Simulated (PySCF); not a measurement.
Core-level binding energies of m-toluidine

m-toluidine, C7H9N.
Z-matrix (Å and degrees, PBE0-D3(BJ)/def2-SVP geometry), rows numbered from 1:
```
C 
C   1  1.5021
C   2  1.4000  1  120.79
C   3  1.3933  2  119.82  1   178.39
C   4  1.3900  3  121.03  2     0.11
C   5  1.4050  4  120.11  3     0.05
N   6  1.3813  5  120.94  4  -177.92
C   2  1.3960  1  120.24  3   178.65
H   1  1.1030  2  110.84  3   -90.80
H   1  1.0996  2  111.45  3    28.58
H   1  1.0999  2  111.69  3   149.69
H   3  1.0927  2  119.90  1    -1.74
H   4  1.0932  3  119.76  2   179.82
H   5  1.0934  4  120.30  3  -179.96
H   7  1.0112  6  116.32  5   -22.56
H   7  1.0112  6  116.35  5  -159.87
H   8  1.0947  2  119.31  1     1.52
```

Method: delta-SCF UKS SCAN, pcX-2 on the ionised atom, pcseg-1 elsewhere, spin-free X2C in PySCF 2.14.0. These are vertical core ionisation energies against the vacuum level, from separate self-consistent calculations with and without the core hole.

Problem. Give the core binding energies atom by atom.

Solution. 
```json
{"atom(s)": "C3", "bonded to": "2 C (aromatic in the SMILES) and H", "level": "C 1s", "binding energy (eV)": "289.38", "above the level's lowest (eV)": "0.00", "count": "1"}
{"atom(s)": "C8", "bonded to": "2 C (aromatic in the SMILES) and H", "level": "C 1s", "binding energy (eV)": "289.56", "above the level's lowest (eV)": "+0.18", "count": "1"}
{"atom(s)": "C5", "bonded to": "2 C (aromatic in the SMILES) and H", "level": "C 1s", "binding energy (eV)": "289.59", "above the level's lowest (eV)": "+0.21", "count": "1"}
{"atom(s)": "C4", "bonded to": "2 C (aromatic in the SMILES) and H", "level": "C 1s", "binding energy (eV)": "289.88", "above the level's lowest (eV)": "+0.50", "count": "1"}
{"atom(s)": "C2", "bonded to": "2 C (aromatic in the SMILES) and C", "level": "C 1s", "binding energy (eV)": "290.04", "above the level's lowest (eV)": "+0.66", "count": "1"}
{"atom(s)": "C1", "bonded to": "C and 3 H", "level": "C 1s", "binding energy (eV)": "290.51", "above the level's lowest (eV)": "+1.13", "count": "1"}
{"atom(s)": "C6", "bonded to": "N and 2 C (aromatic in the SMILES)", "level": "C 1s", "binding energy (eV)": "291.12", "above the level's lowest (eV)": "+1.74", "count": "1"}
{"atom(s)": "N7", "bonded to": "C and 2 H", "level": "N 1s", "binding energy (eV)": "405.30", "above the level's lowest (eV)": "0.00", "count": "1"}
```

Lowest listed C 1s: C3, bonded to 2 C (aromatic in the SMILES) and H. Highest, 1.74 eV above it: C6, bonded to N and 2 C (aromatic in the SMILES). The widest gap between neighbouring values is 0.61 eV, between 290.51 and 291.12 eV. The values 289.56 and 289.59 eV lie too close for their order to be trusted.

Problem. Express the binding energy of C 1s of C4 in atomic units and per mole.

Solution. 289.88 eV = 10.6529 Eh = 27969 kJ/mol.

The unrestricted hole states depart most from a pure doublet (⟨S²⟩ = 0.75; over 0.85 named) for C 1s of C6 (0.89), which makes this value less certain. Isolated species at its PBE0-D3(BJ)/def2-SVP geometry, gas phase.

Hardware: Arm Neoverse V1, one thread (shared host). Cost: 2.0 min wall.
